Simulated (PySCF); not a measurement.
# Field gradients at the hydrogen positions

Compound: CH₉NO₂SSi₂.
Cartesian coordinates in Å at the GFN2-xTB level; atoms count from 1:
```
atom  x, y, z in Å
C1     2.3988    0.6444    1.0553
S2     2.2533    0.8336   -0.7512
Si3    0.9173   -0.7813   -1.2023
O4    -0.2917   -0.8183   -0.1450
Si5   -1.4022   -0.1912    0.8719
N6    -2.8868   -0.3281    0.0147
O7    -1.1273    1.3517    1.2706
H8     3.0298    1.4539    1.4061
H9     1.4137    0.7137    1.5056
H10    2.8580   -0.3116    1.2866
H11    0.4304   -0.4890   -2.5375
H12    1.5941   -2.0561   -1.0069
H13   -1.1859   -0.8837    2.1305
H14   -3.7236    0.0055    0.4636
H15   -3.0758   -1.1899   -0.4693
H16   -1.2097    2.0553    0.6309
```

Level: PBE0/pcSseg-1 (PySCF, non-relativistic); Q(2H) = 0.00286 b; rigid geometry, the same for H and D, with no vibrational averaging.

**Question.** Rank these positions by the coupling χzz of a deuteron there, largest first.
A. H10 (methyl hydrogen)
B. H9 (methyl hydrogen)
C. H12 (Si–H hydrogen)
D. H16 (hydroxyl hydrogen)
E. H14 (N–H hydrogen)

**Answer.** D (341 kHz), E (289 kHz), A (212 kHz), B (207 kHz), C (110 kHz).

**Question.** What are Vzz, η and χzz (234.96 MHz × Q × Vzz) at all hydrogens?

**Answer.** 
| atom | bonded to | bond length (Å) | Vzz (au) | η | χzz (kHz) |
| --- | --- | --- | --- | --- | --- |
| H8 | C1 | 1.085 | 0.3185 | 0.05 | 214 |
| H9 | C1 | 1.085 | 0.3087 | 0.04 | 207 |
| H10 | C1 | 1.086 | 0.3155 | 0.04 | 212 |
| H11 | Si3 | 1.451 | 0.1679 | 0.02 | 113 |
| H12 | Si3 | 1.457 | 0.1644 | 0.01 | 110 |
| H13 | Si5 | 1.453 | 0.1652 | 0.00 | 111 |
| H14 | N6 | 1.006 | 0.4304 | 0.16 | 289 |
| H15 | N6 | 1.006 | 0.4311 | 0.15 | 290 |
| H16 | O7 | 0.954 | 0.5071 | 0.05 | 341 |

**Question.** Average by the element that carries the hydrogen.

**Answer.** on C: 211 kHz over 3 positions, mean bond length 1.085 Å; on Si: 111 kHz over 3 positions, mean bond length 1.453 Å; on N: 289 kHz over 2 positions, mean bond length 1.006 Å; on O: 341 kHz over 1 position, mean bond length 0.954 Å.

The structure is a single GFN2-xTB conformer in the gas phase; no vibrational or solvent corrections. GFN2-xTB bond lengths can be off by several hundredths of an ångström, more for odd bonds, and the gradients follow them. These gradients aren't converged with respect to the basis.
